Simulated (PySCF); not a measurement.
**Basis-set dependence of excited states**

Species: carbon sulfide selenide, CSSe.
Atom-mapped SMILES: `[S:1]=[C:2]=[Se:3]`

TDDFT with PBE0 (PySCF), vertical singlets, core orbitals frozen in the response, spherical d and f functions. Geometry: PBE0-D3(BJ)/def2-SVP; no solvent, vibrations or thermal averaging. Relativistic effects, spin–orbit coupling among them, are left out although an element past zinc is present.

```json
{"basis": "6-31G*", "functions": "64", "diffuse": "no", "S1 (eV)": "3.68", "S2 (eV)": "3.98", "S3 (eV)": "3.98", "S4 (eV)": "6.52", "S5 (eV)": "6.55", "LUMO (eV)": "-2.02", "α (au)": "49.2"}
{"basis": "def2-SVP", "functions": "64", "diffuse": "no", "S1 (eV)": "3.66", "S2 (eV)": "3.97", "S3 (eV)": "3.97", "S4 (eV)": "6.54", "S5 (eV)": "6.79", "LUMO (eV)": "-1.98", "α (au)": "47.7"}
{"basis": "aug-cc-pVDZ", "functions": "86", "diffuse": "yes", "S1 (eV)": "3.64", "S2 (eV)": "3.91", "S3 (eV)": "3.91", "S4 (eV)": "6.20", "S5 (eV)": "6.46", "LUMO (eV)": "-2.15", "α (au)": "62.2"}
{"basis": "def2-SVPD", "functions": "88", "diffuse": "yes", "S1 (eV)": "3.58", "S2 (eV)": "3.86", "S3 (eV)": "3.86", "S4 (eV)": "6.21", "S5 (eV)": "6.45", "LUMO (eV)": "-2.24", "α (au)": "63.1"}
{"basis": "def2-TZVP", "functions": "116", "diffuse": "no", "S1 (eV)": "3.58", "S2 (eV)": "3.85", "S3 (eV)": "3.85", "S4 (eV)": "6.39", "S5 (eV)": "6.41", "LUMO (eV)": "-2.14", "α (au)": "57.4"}
{"basis": "def2-TZVPD", "functions": "140", "diffuse": "yes", "S1 (eV)": "3.56", "S2 (eV)": "3.82", "S3 (eV)": "3.82", "S4 (eV)": "6.13", "S5 (eV)": "6.39", "LUMO (eV)": "-2.20", "α (au)": "63.7"}
{"basis": "aug-cc-pVTZ", "functions": "155", "diffuse": "yes", "S1 (eV)": "3.59", "S2 (eV)": "3.84", "S3 (eV)": "3.84", "S4 (eV)": "6.14", "S5 (eV)": "6.42", "LUMO (eV)": "-2.18", "α (au)": "63.5"}
```

Compare the sets with the largest diffuse one.

States are compared by their number. Against the largest diffuse basis here (aug-cc-pVTZ, itself not a converged limit), sets without diffuse functions differ by up to 0.09 eV in S1 and 0.38 eV in S5; the smaller diffuse sets differ by up to 0.05 and 0.05 eV. State by state, the largest deviation of a set without diffuse functions is S1 0.09, S2 0.14, S3 0.14, S4 0.39, S5 0.38 eV. The same number needn't mean the same state in each row. Against aug-cc-pVTZ the polarisability deviates by -22% in 6-31G*, -25% in def2-SVP, -2% in aug-cc-pVDZ, -1% in def2-SVPD, -10% in def2-TZVP, 0% in def2-TZVPD.
